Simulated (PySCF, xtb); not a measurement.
1,1-dichloroprop-1-ene (C₃H₄Cl₂), SMILES CC=C(Cl)Cl.

xtb with GFN2-xTB at its own geometry gives an orbital gap of 4.47 eV and a dipole moment of 2.18 D.

The structure is a stationary point at B3LYP-D3(BJ)/def2-SVP.

What does PBE/def2-TZVP run with PySCF give? (The exact figures need the calculation; the answer reports its results.)

gap 4.75 eV (levels -6.02 and -1.27 eV), dipole 1.80 D.
